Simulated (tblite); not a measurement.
C₆H₇N₂ (doublet state).
Numbering: `[CH2:1]=[CH:2][CH2:3][C@@H:4]([C:5]#[N:6])[CH:7]=[N:8]` (hydrogens: H9, H10 on C1; H11 on C2; H12, H13 on C3; H14 on C4; H15 on C7)

A start from a force field or distance geometry was refined with GFN2-xTB geometry optimisation, gas phase (tblite 0.8.0). Values at the start:

```
 coordinate    start
      C1=C2  1.340 Å
      C1–H9  1.084 Å
     C1–H10  1.086 Å
      C2–C3  1.492 Å
     C2–H11  1.099 Å
      C3–C4  1.538 Å
     C3–H12  1.101 Å
     C3–H13  1.105 Å
      C4–C5  1.471 Å
      C4–C7  1.500 Å
     C4–H14  1.108 Å
      C5≡N6  1.161 Å
      C7=N8  1.456 Å
     C7–H15  1.100 Å
   C1–C2–C3   125.2°
   C2–C3–C4   113.1°
   C3–C4–C5   110.5°
   C3–C4–C7   110.6°
   C4–C5–N6   178.6°
   C4–C7–N8   120.5°
   C5–C4–C7   109.3°
C1–C2–C3–C4     118°
C2–C3–C4–C5     172°
C3–C4–C7–N8     122°
```

Problem. How do these coordinates change at the GFN2-xTB level?

Solution. 
```json
{"coordinate": "C7=N8", "GFN2-xTB (Å or °)": "1.214", "change": "-0.242"}
{"coordinate": "C4–C7", "GFN2-xTB (Å or °)": "1.541", "change": "+0.041"}
{"coordinate": "C4–C5", "GFN2-xTB (Å or °)": "1.439", "change": "-0.032"}
{"coordinate": "C1=C2", "GFN2-xTB (Å or °)": "1.319", "change": "-0.021"}
{"coordinate": "C5≡N6", "GFN2-xTB (Å or °)": "1.143", "change": "-0.018"}
{"coordinate": "C2–H11", "GFN2-xTB (Å or °)": "1.082", "change": "-0.017"}
{"coordinate": "C4–H14", "GFN2-xTB (Å or °)": "1.095", "change": "-0.013"}
{"coordinate": "C3–H13", "GFN2-xTB (Å or °)": "1.095", "change": "-0.010"}
{"coordinate": "C3–H12", "GFN2-xTB (Å or °)": "1.093", "change": "-0.008"}
{"coordinate": "C1–H9", "GFN2-xTB (Å or °)": "1.076", "change": "-0.008"}
{"coordinate": "C1–H10", "GFN2-xTB (Å or °)": "1.078", "change": "-0.008"}
{"coordinate": "C2–C3", "GFN2-xTB (Å or °)": "1.498", "change": "+0.006"}
{"coordinate": "C7–H15", "GFN2-xTB (Å or °)": "1.097", "change": "-0.003"}
{"coordinate": "C3–C4", "GFN2-xTB (Å or °)": "1.539", "change": "+0.001"}
{"coordinate": "C4–C7–N8", "GFN2-xTB (Å or °)": "125.0", "change": "+4.5"}
{"coordinate": "C2–C3–C4", "GFN2-xTB (Å or °)": "110.6", "change": "-2.5"}
{"coordinate": "C3–C4–C7", "GFN2-xTB (Å or °)": "109.3", "change": "-1.3"}
{"coordinate": "C5–C4–C7", "GFN2-xTB (Å or °)": "108.1", "change": "-1.2"}
{"coordinate": "C1–C2–C3", "GFN2-xTB (Å or °)": "124.0", "change": "-1.2"}
{"coordinate": "C3–C4–C5", "GFN2-xTB (Å or °)": "111.1", "change": "+0.6"}
{"coordinate": "C4–C5–N6", "GFN2-xTB (Å or °)": "178.4", "change": "-0.2"}
{"coordinate": "C2–C3–C4–C5", "GFN2-xTB (Å or °)": "-178", "change": "+10"}
{"coordinate": "C3–C4–C7–N8", "GFN2-xTB (Å or °)": "119", "change": "-3"}
{"coordinate": "C1–C2–C3–C4", "GFN2-xTB (Å or °)": "120", "change": "+2"}
```

The energy falls by 146.7 kJ/mol over 74 L-BFGS steps, the largest force on an atom goes from 9.15 to 0.010 eV/Å, and the atoms move by 0.142 Å rms after alignment. The bond that changes most is C7=N8 (ends: carbon bonded to C, N and H; nitrogen bonded to C), which shortens by 0.242 Å. Bonds longer at the end by more than 0.005 Å: 2 of 14; shorter: 10. Among the dihedrals that turn most is H13–C3–C4–C5, from 50° to 62°. Rotational constants go from 2936, 1374, 1009 to 3213, 1425, 1071 MHz.

On one thread, Arm Neoverse N1 (aarch64), on a shared host, this took 0.64 s.

Its GFN2-xTB frequencies are all real (lowest 49 cm⁻¹). 3 starts were optimised and ended at 0.00, 0.29 and 1.02 kcal/mol (GFN2-xTB); the lowest of these is shown.

One conformer stands for the species.

These are computed values.
